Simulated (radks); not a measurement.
Results of a calculation; reference values are marked as such.
Q: Mean orbital radii <r> (bohr) of the hafnium ion Hf+, [Xe] 4f14 5d1 6s2, of relativity; Dirac values are averaged over j with weights 2j + 1. Spin-unpolarised spherical Kohn-Sham, PBE, point nucleus unless stated (finite: rms radius 5.347 fm), a radial shooting solver on a logarithmic mesh with Libxc functionals. A level marked "c x" has the speed of light scaled by that factor and shares open shells by 2j + 1; other Dirac levels either fill j = l - 1/2 first or share by 2j + 1.

shell  non-rel.
2p      0.07534
3s       0.2268
3p       0.2167
3d       0.1904
4s       0.5080
4p       0.5166
4d       0.5376
5s        1.236
5p        1.379
4f       0.6505
5d        2.079
6s        3.350

Give the values at the level "Dirac, c x 100".

A: 
shell  Dirac, c x 100  change of magnitude (%)
2p            0.07534                    0.00
3s             0.2268                    0.00
3p             0.2167                    0.00
3d             0.1904                    0.00
4s             0.5080                    0.00
4p             0.5166                    0.00
4d             0.5376                    0.00
5s              1.236                    0.00
5p              1.379                    0.00
4f             0.6505                    0.00
5d              2.079                    0.00
6s              3.350                    0.00
